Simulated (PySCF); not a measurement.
C₂H₅FO₂Si, SMILES C[Si@H](F)OC=O.

The structure is a stationary point at B3LYP-D3(BJ)/def2-SVP. The structure was generated by enumeration; whether it is a known compound was not checked. Other conformers were not sampled.

Method: SMD-B3LYP/def2-SVP (PySCF).

Solvation free energies are E(SMD) − E(gas) at the gas-phase geometry, for 1 M in both phases. In vacuum the dipole moment is 0.77 D.

Q: Estimate the solvation free energies in water, toluene, ethanol. (Estimate from the structure and the level; the computed values follow.)

A: 
| solvent | ΔG(solv) (kcal/mol) | its non-electrostatic (CDS) part | dipole (D) |
|---|---|---|---|
| water | -1.1 | 5.8 | 0.92 |
| toluene | -2.2 | 0.0 | 0.84 |
| ethanol | -3.1 | 3.2 | 0.91 |
